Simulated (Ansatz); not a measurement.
`FC[SiH](F)S` + H₂ → `C[SiH](F)S` + H–F  (hydrogenolysis of a C–F bond)

Program: Ansatz. Geometries: PBE0-D4/def2-TZVP. ΔE: electronic, gas phase. CCSD(T)/CBS is the MP2 limit (def2-TZVPP, def2-QZVPP) plus CCSD(T) − MP2 in def2-TZVPP, frozen cores. This one scheme is used for every species. DFT in def2-TZVPP. One conformer a species, not always the lowest.

`FC[SiH](F)S`:

Cartesian coordinates in Å:
```
F 1.371 -1.152 0.431
C 1.121 0.124 -0.064
Si -0.722 0.353 -0.394
F -1.073 -0.407 -1.755
S -1.832 -0.392 1.240
H 1.707 0.255 -0.980
H 1.472 0.854 0.674
H -1.066 1.781 -0.579
H -0.978 -1.417 1.425
```

H₂:

Z-matrix (Å, degrees):
```
H
H 1 0.746
```

`C[SiH](F)S`:

Cartesian coordinates in Å:
```
C -0.243 -0.526 -1.006
Si -0.308 0.601 0.461
F -1.445 0.048 1.444
S 1.557 0.741 1.469
H 0.487 -0.165 -1.733
H 0.040 -1.539 -0.707
H -1.222 -0.577 -1.489
H -0.659 1.999 0.122
H 1.793 -0.582 1.437
```

H–F:

Z-matrix (Å, degrees):
```
F
H 1 0.920
```

Task: Is it downhill or uphill in electronic energy at CCSD(T)/CBS, and by how much? (Estimate.)

Result: The calculation gave: Downhill: ΔE = -145.6 kJ/mol.

Task: What do these levels give: r2SCANh-D4, PBE-QIDH, PBE, revPBE, r2SCAN0, CAM-B3LYP? (Estimate.)

Result: Ansatz gave: r2SCANh-D4 -135.8, PBE-QIDH -147.7, PBE -130.9, revPBE -131.3, r2SCAN0 -141.1, CAM-B3LYP -132.7 kJ/mol.

Largest T1 diagnostic among the species: 0.012.

From BLYP to BHLYP (50 % exact exchange), in def2-TZVPP and without D4, ΔE moves by −14.5 kJ/mol. At CCSD(T), def2-SVP lies +14.8 kJ/mol from the extrapolated value and def2-TZVPP +2.6 kJ/mol. Leaving LDA and LC-ωPBE aside and taking each functional with its dispersion term where it has one, the values, not all of them listed here, spread over 26.4 kJ/mol, from PBE-QIDH to BLYP-D4.
